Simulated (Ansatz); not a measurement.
`Sc1sc(-c2sc(-c3sc(S)c4c3OCCO4)c3c2OCCO3)c2c1OCCO2` with charge -1. Charge -1, multiplicity 2. Geometry PBE-D4/def2-SVP, that of the neutral singlet; atoms count from 1.

Cartesian coordinates in Å:
```
S -3.290 3.183 -5.256
C -2.510 2.555 -3.817
S -2.254 0.833 -3.584
C -1.390 1.083 -2.073
C -0.837 0.006 -1.304
S 0.086 0.272 0.172
C 0.379 -1.451 0.393
C 1.109 -1.971 1.513
S 1.346 -3.693 1.780
C 2.235 -3.421 3.270
S 2.792 -4.753 4.265
C 2.336 -2.060 3.539
C 1.707 -1.249 2.548
O 1.683 0.117 2.615
C 1.989 0.591 3.928
C 3.208 -0.130 4.490
O 2.967 -1.534 4.624
C -0.220 -2.172 -0.642
C -0.902 -1.360 -1.586
O -1.553 -1.875 -2.671
C -1.170 -3.228 -2.937
C -1.139 -4.048 -1.652
O -0.164 -3.533 -0.740
C -1.325 2.450 -1.790
C -1.949 3.280 -2.770
O -1.983 4.637 -2.667
C -1.632 5.095 -1.358
C -0.421 4.347 -0.813
O -0.708 2.953 -0.678
H -4.578 3.231 -4.783
H 4.053 -4.885 3.740
H 2.182 1.678 3.838
H 1.113 0.436 4.600
H 4.084 0.041 3.822
H 3.455 0.247 5.501
H -0.168 -3.247 -3.422
H -1.918 -3.635 -3.645
H -2.145 -4.039 -1.173
H -0.854 -5.097 -1.863
H -2.496 4.961 -0.667
H -1.417 6.177 -1.449
H 0.451 4.490 -1.493
H -0.152 4.716 0.195
```

Single mean-field runs in def2-TZVP are fitted with def2-universal-jkfit. The highest occupied level of the charge -1 doublet lies above zero (up to 0.44 eV). By energy differences its removal costs 0.66 eV (vertical, to the charge 0 singlet, at PBE0-D4/def2-TZVP); self-interaction error and the lack of diffuse functions both raise the level.

(1) Estimate the Mulliken populations of the heavy atoms from the PBE0/def2-TZVP orbitals of Ansatz.

(2) Where does the spin sit?

(3) And the Mayer bond orders between bonded heavy atoms (over 0.3)?

Results:

(1) 
| atom | charge (e) | spin (α − β) |
| --- | --- | --- |
| S1 | -0.29 | 0.00 |
| C2 | -0.14 | 0.16 |
| S3 | -0.03 | 0.06 |
| C4 | -0.12 | 0.00 |
| C5 | -0.06 | 0.10 |
| S6 | -0.07 | 0.08 |
| C7 | -0.06 | 0.10 |
| C8 | -0.12 | 0.00 |
| S9 | -0.03 | 0.06 |
| C10 | -0.14 | 0.16 |
| S11 | -0.29 | 0.00 |
| C12 | 0.11 | -0.04 |
| C13 | 0.12 | 0.11 |
| O14 | -0.26 | 0.01 |
| C15 | -0.04 | 0.00 |
| C16 | -0.03 | 0.00 |
| O17 | -0.24 | 0.00 |
| C18 | 0.16 | 0.03 |
| C19 | 0.16 | 0.03 |
| O20 | -0.26 | 0.00 |
| C21 | -0.04 | 0.00 |
| C22 | -0.04 | 0.00 |
| O23 | -0.26 | 0.00 |
| C24 | 0.12 | 0.11 |
| C25 | 0.11 | -0.04 |
| O26 | -0.24 | 0.00 |
| C27 | -0.03 | 0.00 |
| C28 | -0.04 | 0.00 |
| O29 | -0.26 | 0.01 |
Mulliken values and Mayer orders depend strongly on the basis.

(2) Summed by element: S 0.20, C 0.72, O 0.02, H 0.06, of 1 unpaired in all. Largest on single atoms: C2 0.16, C10 0.16, C24 0.11.

(3) S1–C2 1.07 (1.75 Å); C2–S3 1.16 (1.76 Å); C2–C25 1.43 (1.39 Å); S3–C4 1.25 (1.76 Å); C4–C5 1.15 (1.43 Å); C4–C24 1.27 (1.40 Å); C5–S6 1.20 (1.76 Å); C5–C19 1.24 (1.40 Å); S6–C7 1.20 (1.76 Å); C7–C8 1.15 (1.43 Å); C7–C18 1.24 (1.40 Å); C8–S9 1.25 (1.76 Å); C8–C13 1.27 (1.40 Å); S9–C10 1.16 (1.76 Å); C10–S11 1.07 (1.75 Å); C10–C12 1.43 (1.39 Å); C12–C13 1.29 (1.43 Å); C12–O17 1.14 (1.36 Å); C13–O14 1.03 (1.37 Å); O14–C15 1.01 (1.43 Å); C15–C16 1.03 (1.52 Å); C16–O17 0.99 (1.43 Å); C18–C19 1.32 (1.42 Å); C18–O23 1.05 (1.37 Å); C19–O20 1.05 (1.37 Å); O20–C21 1.00 (1.43 Å); C21–C22 1.03 (1.52 Å); C22–O23 1.00 (1.43 Å); C24–C25 1.29 (1.43 Å); C24–O29 1.03 (1.37 Å); C25–O26 1.14 (1.36 Å); O26–C27 0.99 (1.43 Å); C27–C28 1.03 (1.52 Å); C28–O29 1.01 (1.43 Å).
